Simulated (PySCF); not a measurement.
**Correlation energy of Ca¹⁶⁺ (calcium, charge +16)**

[He] 2s2, closed-shell 1S. All numbers are calculated (PySCF 2.14, the spin-free X2C one-electron Hamiltonian (Gaussian nucleus), in an even-tempered Gaussian basis (19 s from 3.1 bohr⁻², ratio 2.2; 9 p from 4.8 bohr⁻², ratio 2.4; 6 d from 14 bohr⁻², ratio 2.4; 5 f from 22 bohr⁻², ratio 2.4; 4 g from 33 bohr⁻², ratio 2.4)). Frozen: nothing; 4 electrons correlated; the 12 highest virtual orbitals of each spin left out.

| level | correlation energy (mhartree) |
| --- | --- |
| CCSD | -287.98 |
| (T) | -0.92 |
| CCSD(T) | -288.90 |

Diagnostics: T1 = 0.0013, D1 = 0.0026, largest double amplitude 0.130.

Cost of the coupled-cluster step: 33 s of wall time on 1 thread of Neoverse-V1 (shared host), for 4 correlated electrons.

Iterations:

```
CC2 = 0
CCSD nocc = 2, nmo = 135
frozen orbitals [135, 136, 137, 138, 139, 140, 141, 142, 143, 144, 145, 146]
max_cycle = 100
direct = 0
conv_tol = 1e-08
conv_tol_normt = 1e-06
diis_space = 8
diis_start_cycle = 0
Init t2, MP2 energy = -472.088913223835  E_corr(MP2) -0.190290534652626
Init E_corr(CCSD) = -0.190290534652626
cycle = 1  E_corr(CCSD) = -0.241960405356249  dE = -0.0516698707  norm(t1,t2) = 0.0552818
cycle = 2  E_corr(CCSD) = -0.266354457858229  dE = -0.0243940525  norm(t1,t2) = 0.0266008
cycle = 3  E_corr(CCSD) = -0.288193590536421  dE = -0.0218391327  norm(t1,t2) = 0.0125844
cycle = 4  E_corr(CCSD) = -0.287922453504014  dE = 0.000271137032  norm(t1,t2) = 0.000124671
cycle = 5  E_corr(CCSD) = -0.287975398003319  dE = -5.29444993e-05  norm(t1,t2) = 3.06826e-05
cycle = 6  E_corr(CCSD) = -0.287976187984775  dE = -7.89981456e-07  norm(t1,t2) = 3.25779e-07
cycle = 7  E_corr(CCSD) = -0.287976071914337  dE = 1.16070438e-07  norm(t1,t2) = 1.26195e-07
cycle = 8  E_corr(CCSD) = -0.287976037282659  dE = 3.4631678e-08  norm(t1,t2) = 5.94939e-08
cycle = 9  E_corr(CCSD) = -0.287976020571857  dE = 1.67108022e-08  norm(t1,t2) = 3.95802e-08
cycle = 10  E_corr(CCSD) = -0.287975966902511  dE = 5.36693459e-08  norm(t1,t2) = 2.99767e-08
cycle = 11  E_corr(CCSD) = -0.287975969253879  dE = -2.35136766e-09  norm(t1,t2) = 8.62392e-10
CCSD converged
E(CCSD) = -472.1865986584359  E_corr = -0.2879759692538786
CCSD(T) correction = -0.000924355873298121
```
